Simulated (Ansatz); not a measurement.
Molecule (SMILES): [Al][Cl] (Al-Cl) (closed-shell singlet).
Atoms: Al1, Cl2. Bonds: Al1-Cl2.

Basis-set convergence of the optimised Al1-Cl2 bond length at MP2 with Ansatz (an electronic-structure program). The reference of a correlated method is not its basis-set limit, which lies further on. Cartesian d functions, on some or all atoms, in 6-31+G*; all else is spherical. Cores are frozen. No added dispersion term, no relativity. Reference: the value in pcseg-4, 2.1393 Å, itself unsure by roughly 0.0016 Å (its mean distance from aug-pcseg-3, aug-cc-pV(Q+d)Z, cc-pV(5+d)Z). Deviations are taken from unrounded values. Cost is core time over that of aug-cc-pV(T+d)Z, rough, on shared machines of one kind; a dash marks a row that isn't timed (too short, read off another run, short of memory, by another algorithm or on other hardware). It counts the whole optimisation.

| basis | functions | optimised Al1-Cl2 bond length (Å) | minus reference (Å) | cost |
|---|---|---|---|---|
| pcseg-0 | 26 | 2.2657 | 0.1264 | - |
| def2-SVP | 36 | 2.1292 | -0.0101 | - |
| pcseg-1 | 36 | 2.1555 | 0.0162 | - |
| 6-31+G* | 46 | 2.1403 | 0.0010 | - |
| cc-pV(D+d)Z | 46 | 2.1556 | 0.0162 | - |
| cc-pV(T+d)Z | 78 | 2.1457 | 0.0064 | 0.4× |
| 6-311++G(3df,3pd) | 94 | 2.1437 | 0.0044 | 0.6× |
| aug-cc-pV(T+d)Z | 110 | 2.1510 | 0.0117 | 1× |
| cc-pCVTZ | 118 | 2.1462 | 0.0069 | 1× |
| cc-pV(Q+d)Z | 128 | 2.1403 | 0.0009 | 2× |
| def2-QZVPP | 140 | 2.1401 | 0.0008 | 2× |
| def2-QZVPPD | 155 | 2.1405 | 0.0011 | 2× |
| aug-pcseg-3 | 178 | 2.1406 | 0.0013 | 5× |
